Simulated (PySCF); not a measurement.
Compound: C₆H₆ClF.
Atom-mapped SMILES: `[F:1]/[CH:2]=[CH:3]/[C:4]1=[C:5]([Cl:6])[CH2:7][CH2:8]1`

Cartesian coordinates in Å at the GFN2-xTB level; atoms count from 1:
```
atom  x, y, z in Å
F1     3.3323   -0.8236   -1.3933
C2     2.1598   -0.8021   -0.7414
C3     1.3086    0.2119   -0.8696
C4     0.0526    0.2640   -0.1901
C5    -0.9647    1.1434   -0.1446
Cl6   -1.2701    2.6480   -0.8802
C7    -1.8011    0.3445    0.8106
C8    -0.6394   -0.6811    0.7716
H9     2.0152   -1.6808   -0.1307
H10    1.5584    1.0446   -1.5119
H11   -1.9738    0.8123    1.7777
H12   -2.7473   -0.0128    0.4095
H13   -0.9041   -1.6476    0.3494
H14   -0.1272   -0.8210    1.7206
```

NICS = −σ at a ghost point: NICS(0) at the centroid of the ring atoms, NICS(1) 1 Å to either side along the normal of their mean plane, zz for the tensor component along that normal. Level: GIAO PBE0/pcSseg-1 (PySCF, non-relativistic, gas phase) on the GFN2-xTB geometry, one conformer.

Ring bond lengths (Å), with Mayer bond orders in brackets: C4–C5 1.345 (1.57), C5–C7 1.500 (1.04), C7–C8 1.550 (1.06), C8–C4 1.516 (1.06).

Question: Give the NICS values of each ring in ppm.

Answer: 
```
       ring                                                    type  NICS(0)  NICS(1), two faces  NICS(1)zz, two faces  rms pucker (Å)  centre to ring atoms, mean (Å)
C4–C5–C7–C8  4-membered carbocycle; formal bonds 1 double, 3 single     -3.8         -2.7 / -2.7           -1.0 / -1.0            0.00                            1.04
```

Question: What do they say, and how far can they be read as aromaticity?

Answer: 
- C4–C5–C7–C8: mean NICS(1)zz -1.0 ppm, near zero. C7, C8 have four or more neighbours; no verdict on aromaticity is drawn.

Question: At the first NICS(1) probe listed for ring C4–C5–C7–C8, 1 Å off the ring, what do the in-plane components average?

Answer: The isotropic value is a third of the trace: (3 × -2.7 − (-1.0))/2 = -3.6 ppm.

Question: How shielded are the nuclei of the rings and their hydrogens (means over atoms taken as equivalent)?

Answer: 
```csv
atoms,environment,σ isotropic (ppm),"principal values of the symmetric part, first atom (ppm)"
C4,fully substituted alkene carbon,44.0,"-58.1, 58.7, 131.2"
C5,vinylic C–Cl carbon,49.3,"-35.2, 69.5, 113.7"
C7,allylic carbon,148.9,"138.5, 141.3, 167.0"
C8,allylic carbon,161.5,"149.6, 165.2, 169.6"
H11 (×2),methylene hydrogen,28.95,"25.8, 26.9, 34.2"
H13 (×2),methylene hydrogen,29.36,"25.8, 27.3, 35.0"
```
